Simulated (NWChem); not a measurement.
SiO₂ anion, doublet

```xyz
3

O     -1.4759     0.0000    -0.2738
Si     0.0000     0.0000     0.2934
O      1.4759     0.0000    -0.2738
```
Atoms are numbered in this order, from 1.

Results from NWChem. Pople sets run with spherical d functions. Spin-unrestricted. In the optimisation the excess spin sits in a1 (C2v, its own frame). Coordinates come from a B3LYP/def2-SVPD, spin-unrestricted optimisation. No stability test was run on the SCF state. Level: M06-2X/6-31+G* with SMD (1 M gas to 1 M solution), gas-phase geometry. Reactions with the solvent are ignored.

Task: Order these by “solvation free energy (kcal/mol)”, lowest first: dimethyl sulfoxide; 1-octanol; ethyl acetate; water.

Result: water (-73.9), 1-octanol (-63.5), dimethyl sulfoxide (-57.0), ethyl acetate (-48.8)
